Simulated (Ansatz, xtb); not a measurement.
BH11Si4: which of two isomers lies lower

Structure X: `B[Si]([SiH3])([SiH3])[SiH3]`, a singlet. Structure Y: `B[SiH2][SiH2][SiH2][SiH3]`, a singlet. Both are isolated molecules in the gas phase, relaxed with B3LYP-D3(BJ)/def2-SVP; the shapes shown needn't be the lowest conformers.

X (Å):

```xyz
16

B     0.0747   -2.2533   -1.7869
Si    0.2212   -0.2692   -1.9718
Si    1.4897    0.4612   -3.8116
Si   -2.0047    0.3931   -2.4294
Si    0.8278    0.8671   -0.0049
H    -0.1814   -2.7579   -0.7216
H     0.1717   -2.9724   -2.7505
H     2.9307    0.1091   -3.6379
H     1.3808    1.9436   -3.9543
H     0.9885   -0.1805   -5.0635
H    -2.5005   -0.2481   -3.6826
H    -2.0365    1.8758   -2.6007
H    -2.9097    0.0179   -1.3035
H     0.7271    2.3423   -0.2133
H     2.2318    0.5414    0.3868
H    -0.0832    0.4759    1.1119
```

Y (Å):

```json
{"atom": "B", "x (Å)": "-0.1797", "y (Å)": "-0.6431", "z (Å)": "-3.4617"}
{"atom": "Si", "x (Å)": "-0.0939", "y (Å)": "-2.3855", "z (Å)": "-2.4975"}
{"atom": "Si", "x (Å)": "-1.2140", "y (Å)": "-1.8007", "z (Å)": "-0.4822"}
{"atom": "Si", "x (Å)": "0.4100", "y (Å)": "-1.0576", "z (Å)": "1.0449"}
{"atom": "Si", "x (Å)": "1.7682", "y (Å)": "0.5540", "z (Å)": "-0.0007"}
{"atom": "H", "x (Å)": "-1.0891", "y (Å)": "-0.3975", "z (Å)": "-4.2144"}
{"atom": "H", "x (Å)": "0.6040", "y (Å)": "0.2381", "z (Å)": "-3.2114"}
{"atom": "H", "x (Å)": "1.2779", "y (Å)": "-2.8359", "z (Å)": "-2.1117"}
{"atom": "H", "x (Å)": "-0.8152", "y (Å)": "-3.5188", "z (Å)": "-3.1494"}
{"atom": "H", "x (Å)": "-2.1780", "y (Å)": "-0.6875", "z (Å)": "-0.7455"}
{"atom": "H", "x (Å)": "-1.9874", "y (Å)": "-2.9639", "z (Å)": "0.0487"}
{"atom": "H", "x (Å)": "1.2563", "y (Å)": "-2.2196", "z (Å)": "1.4545"}
{"atom": "H", "x (Å)": "-0.2239", "y (Å)": "-0.4787", "z (Å)": "2.2688"}
{"atom": "H", "x (Å)": "0.9180", "y (Å)": "1.6421", "z (Å)": "-0.5677"}
{"atom": "H", "x (Å)": "2.5310", "y (Å)": "-0.0847", "z (Å)": "-1.1120"}
{"atom": "H", "x (Å)": "2.7334", "y (Å)": "1.1514", "z (Å)": "0.9689"}
```

**Question.** Estimate E(Y) − E(X) at the level CCSD(T)/def2-SVP + ΔMP2/def2-TZVPP.

**Answer.** Calculated at CCSD(T)/def2-SVP + ΔMP2/def2-TZVPP: E(Y) − E(X) = +3.6 kcal/mol, so structure X lies lower.

The same difference at several levels:

```csv
level,geometry,E(Y) − E(X) (kcal/mol),departure from the last row (kcal/mol),"job, with rough time for the two"
GFN2-xTB,GFN2-xTB,−1.5,−5.1,"optimisation, 0.46 s"
HF/STO-3G,GFN2-xTB,+2.2,−1.4,"single point, 1.1 s"
r2SCAN-D4/def2-SVP,GFN2-xTB,+5.1,+1.5,"single point, 7.2 s"
B3LYP-D3(BJ)/def2-SVP,B3LYP-D3(BJ)/def2-SVP,+3.2,−0.4,"optimisation, 3.7 min"
HF/def2-SVP,B3LYP-D3(BJ)/def2-SVP,+4.5,+1.0,part of the CCSD(T) run
MP2/def2-SVP,B3LYP-D3(BJ)/def2-SVP,+5.4,+1.8,part of the CCSD(T) run
CCSD(T)/def2-SVP,B3LYP-D3(BJ)/def2-SVP,+4.5,+0.9,single point
CCSD(T)/def2-SVP + ΔMP2/def2-TZVPP,B3LYP-D3(BJ)/def2-SVP,+3.6,,"single point, 68 s"
```

As drawn, both hold the same kinds of bond in the same numbers.

GFN2-xTB puts the two in the other order. The largest departure from CCSD(T)/def2-SVP + ΔMP2/def2-TZVPP is that of GFN2-xTB, 5.1 kcal/mol. The last row adds to CCSD(T) the change of the MP2 difference between the two basis sets, here −0.9 kcal/mol.

With thermal terms from frequencies at re-optimised GFN2-xTB minima (ideal gas, soft modes damped towards free rotors, one conformer each, 298.15 K, 1 atm): the zero-point term adds +0.2 kcal/mol; ΔH is +3.2 and ΔG +4.8 kcal/mol.

The correlated steps freeze 21 core orbitals. Run with Ansatz 0.2.0, xtb 6.7.1; the last row on 2 threads of Intel(R) Xeon(R) Platinum 8259CL CPU @ 2.50GHz (Skylake/Cascade Lake) on a shared host.
